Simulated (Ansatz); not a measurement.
Relaxation of BClH4O2 (8 atoms, charge 0, multiplicity 1), to a largest force component of 0.03 eV/Å in at most 50 steps.

Level of theory: RKS revPBE/def2-SVP in Ansatz 0.2.0.

```xyz
8
Properties=species:S:1:pos:R:3
B -0.037 -0.399 -0.153
H 0.029 -0.592 1.038
O 1.086 -0.384 -0.939
H 1.901 -0.472 -0.420
O -1.242 -0.314 -0.799
H -1.995 -0.343 -0.187
Cl 0.089 2.432 1.029
H 0.097 1.197 1.544
```

**Question.** Where does it end, and by what steps?

**Answer.** The forces met the threshold. After 6 steps the energy has fallen by 0.130 eV; Cl7 moved furthest, 0.63 Å.

```
step  energy less start (eV)  largest force component (eV/Å)  accepted
   0                  0.0000                           0.906       yes
   1                 -0.0684                           0.846       yes
   2                 -0.0858                           1.153       yes
   3                 -0.1118                           0.811       yes
   4                 -0.1258                           0.229       yes
   5                 -0.1285                           0.138       yes
   6                 -0.1296                           0.017       yes
```

```xyz
8
Properties=species:S:1:pos:R:3
B -0.046 -0.525 -0.250
H 0.028 -0.476 0.978
O 1.075 -0.605 -1.032
H 1.891 -0.600 -0.506
O -1.254 -0.531 -0.894
H -2.001 -0.475 -0.275
Cl 0.125 2.818 1.530
H 0.109 1.519 1.562
```

Whether the end is a true minimum wasn't checked by a vibrational analysis.

Time of the run: 7.4 s on 1 thread of Intel(R) Xeon(R) 6975P-C (Granite Rapids), on a shared host, peak memory 0.15 GiB.
